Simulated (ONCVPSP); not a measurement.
## Transferability test, ONCV potential for Ni

| Quantity | Value |
| --- | --- |
| Element | nickel (Ni) |
| Generator | ONCVPSP 4.0.1 |
| Type | optimised norm-conserving Vanderbilt (ONCV) |
| Functional | Wu-Cohen |
| Relativity | scalar-relativistic |
| Frozen core | [Ne] |
| Valence charge | 18 |
| Reference configuration | 3s2 3p6 3d9 4s1 |
| Partial waves | 3s+4s: rc 1.50 bohr, ncon 3, nbas 8, qcut 8.8 1/bohr, 2 projectors; 3p: rc 0.90 bohr, ncon 3, nbas 8, qcut 13 1/bohr, 1 projector; 3d: rc 1.20 bohr, ncon 4, nbas 8, qcut 15.5 1/bohr, 2 projectors, debl 2.7 Ha |
| Local potential | polynomial inside 0.60 bohr (lpopt 5, dvloc0 0 Ha) |
| Core correction | Teter function, fcfact 3.25, rcfact 1.7 |

Energies are relative to the spin-unpolarised reference configuration 3s2 3p6 3d9 4s1; without spin polarisation the order of configurations can differ from experiment.

(1) Give the all-electron excitation energy and the error of the potential for: 3s2 3p6 3d8 4s2; 3s2 3p6 3d8 4s1; 3s2 3p6 3d8 4s0; 3s2 3p6 3d9 4s0.

Answers

(1)

```csv
valence configuration,charge,ΔE all-electron (eV),error AE − PS (meV)
3s2 3p6 3d8 4s2,0,1.608,+6.3
3s2 3p6 3d8 4s1,+1,10.965,+3.0
3s2 3p6 3d8 4s0,+2,28.215,-0.6
3s2 3p6 3d9 4s0,+1,7.860,+2.0
```
